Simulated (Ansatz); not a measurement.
Start from `[SiH3]OB(Cl)Cl` and change one atom or group to get `N#CB(Cl)Cl`.

Ansatz, PBE0-D4/def2-TZVP geometries, multiplicity 1. Each molecule was computed in one conformer, which needn't be the lowest.

```json
{"property": "ideal-gas entropy at 298 K and 1 bar (rigid rotor, harmonic PBE0-D4/def2-TZVP) / J/(mol·K)", "`[SiH3]OB(Cl)Cl`": "357"}
{"property": "HOMO–LUMO gap (B3LYP/def2-TZVPP) / eV", "`[SiH3]OB(Cl)Cl`": "7.91"}
{"property": "HOMO–LUMO gap (PBE/def2-TZVPP) / eV", "`[SiH3]OB(Cl)Cl`": "5.96"}
{"property": "size of the dipole moment (ωB97M-V/def2-TZVPP) / D", "`[SiH3]OB(Cl)Cl`": "1.71"}
{"property": "HOMO energy (B3LYP/def2-TZVPP) / eV", "`[SiH3]OB(Cl)Cl`": "-8.70"}
{"property": "size of the dipole moment (PBE/def2-TZVPP) / D", "`[SiH3]OB(Cl)Cl`": "1.67"}
```

Q: What does the change do to each property? (Estimate.)

A: Computed: 
```json
{"property": "ideal-gas entropy at 298 K and 1 bar (rigid rotor, harmonic PBE0-D4/def2-TZVP) / J/(mol·K)", "`N#CB(Cl)Cl`": "313", "shift": "-44"}
{"property": "HOMO–LUMO gap (B3LYP/def2-TZVPP) / eV", "`N#CB(Cl)Cl`": "6.25", "shift": "-1.66"}
{"property": "HOMO–LUMO gap (PBE/def2-TZVPP) / eV", "`N#CB(Cl)Cl`": "4.41", "shift": "-1.55"}
{"property": "size of the dipole moment (ωB97M-V/def2-TZVPP) / D", "`N#CB(Cl)Cl`": "2.51", "shift": "0.80"}
{"property": "HOMO energy (B3LYP/def2-TZVPP) / eV", "`N#CB(Cl)Cl`": "-9.50", "shift": "-0.80"}
{"property": "size of the dipole moment (PBE/def2-TZVPP) / D", "`N#CB(Cl)Cl`": "2.52", "shift": "0.85"}
```

With PBE0 the HOMO falls by 0.80 eV and the LUMO falls by 2.50 eV, so the gap narrows by about 1.70 eV. PBE moves the HOMO by -0.82 eV and ωB97M-V by -0.78 eV. The zero-point energy changes by -57.5 kJ/mol with -9 modes. Dipoles are sizes alone; their direction can turn.

B3LYP here is the variant with VWN-RPA as its local correlation; programs differ in this.
